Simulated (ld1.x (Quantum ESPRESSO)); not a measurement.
**Transferability test, TM potential for Pd**

Pd (Z = 46), norm-conserving Troullier–Martins (Kleinman–Bylander form), made with ld1.x (Quantum ESPRESSO) 7.5 (LDA (PZ), fully relativistic). Core [Kr], reference 4d10 5s0 5p0. Waves: 5s (bound, empty): rc 1.90 bohr; 5p (bound, empty): rc 3.55 bohr; 4d (bound): rc 2.00 bohr. Local part: all-electron potential smoothed inside 2.95 bohr (lloc = -1). Core correction: Bessel-smoothed model core inside 2.36 bohr.

Open shells are filled in proportion to 2j + 1 (rel_dist='average').

Energies are relative to the spin-unpolarised reference configuration 4d10 5s0 5p0; without spin polarisation the order of configurations can differ from experiment.

```tsv
valence configuration	charge	ΔE all-electron (eV)	error AE − PS (meV)
4d9 5s0 5p0	+1	9.393	-48
4d8 5s0 5p0	+2	30.475	-295
4d6 5s0 5p0	+4	114.615	-1848
4d9 5s0 5p1	0	5.317	-56
4d9 5s1 5p0	0	1.439	-51
4d9.5 5s0 5p0	+0.5	3.372	-8.9
```

Question: What are ΔE and the potential's error for 4d7 5s0 5p0?

Answer: ΔE = 65.067 eV all-electron; the error (AE − PS) is -873 meV.
